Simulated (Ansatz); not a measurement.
# triplet C: levels of theory in one basis

A single C atom.

Basis set: def2-TZVP (spherical functions). Left uncorrelated: 1 orbital. Correlation on ROHF uses semicanonical orbitals with singles. Charge 0, multiplicity 3.

Computed with Ansatz (development build ahead of 0.2.0); each method stands on the lowest determinant of its kind that the runs found.

```csv
method,E − E(ROHF) (eV),<S²> of the determinant
ROHF,0.00,2.00
UHF,-0.13,2.01
ROHF-MP2,-1.93,–
UHF-MP2,-1.93,2.01
```

Task: Is a single determinant a sound starting point here?

Result: By this sign, yes. Unrestricted orbitals gain 0.13 eV and <S²> is 2.01 against 2.00 for a pure state.
